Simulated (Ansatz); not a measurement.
The cluster AlCu3⁻, relaxed as a doublet with UKS PBE-D4/def2-SVPD in Ansatz, starting from the GFN1-xTB geometry. Force threshold 0.02 eV/Å.

The highest occupied level of the charge -1 doublet lies above zero (up to 0.21 eV). By energy differences its removal costs 1.79 eV (vertical, to the charge 0 triplet, at PBE0-D4/def2-TZVPD). The relaxation made no stability test and no search for a lower SCF solution. The structure comes from a short search, and lower isomers may exist.

Start:

| atom | x (Å) | y (Å) | z (Å) |
| --- | --- | --- | --- |
| Al1 | 0.116 | -0.094 | 1.662 |
| Cu2 | 1.200 | 0.594 | -0.614 |
| Cu3 | -1.135 | 0.829 | -0.429 |
| Cu4 | -0.181 | -1.328 | -0.619 |

| step | energy (eV) | largest force component (eV/Å) | SCF passes |
| --- | --- | --- | --- |
| 1 | -140477.1085 | 1.201 | 57 |
| 2 | -140477.2755 | 0.469 | 35 |
| 3 | -140477.3088 | 0.144 | 35 |
| 4 | -140477.3113 | 0.018 | 36 |
| 5 | -140477.3114 | 0.017 | 37 |
| 6 | -140477.3125 | 0.072 | 36 |
| 7 | -140477.3148 | 0.109 | 34 |
| 8 | -140477.3181 | 0.114 | 34 |
| 9 | -140477.3213 | 0.113 | 34 |
| 10 (rejected) | -140477.2862 | 0.366 | 43 |
| 11 | -140477.3269 | 0.059 | 41 |
| 12 | -140477.3290 | 0.079 | 34 |
| 13 | -140477.3294 | 0.025 | 31 |
| 14 | -140477.3295 | 0.011 | 33 |

Force components are those of the run's own axes.

End:

| atom | x (Å) | y (Å) | z (Å) |
| --- | --- | --- | --- |
| Al1 | 0.035 | -0.114 | 1.476 |
| Cu2 | 1.158 | 0.569 | -0.622 |
| Cu3 | -1.128 | 0.970 | -0.323 |
| Cu4 | -0.065 | -1.425 | -0.531 |

By distances, no bond broke or formed. The bond that changes most is Cu3–Cu4, from 2.37 to 2.63 Å (atoms count from 1).

The force fell under the threshold at step 4, but the optimiser went on and released 0.018 eV more. No frequencies were taken in this run, so the end may be a saddle point.

Run time 30 s (4 threads of AMD EPYC 7B13 on a shared host).
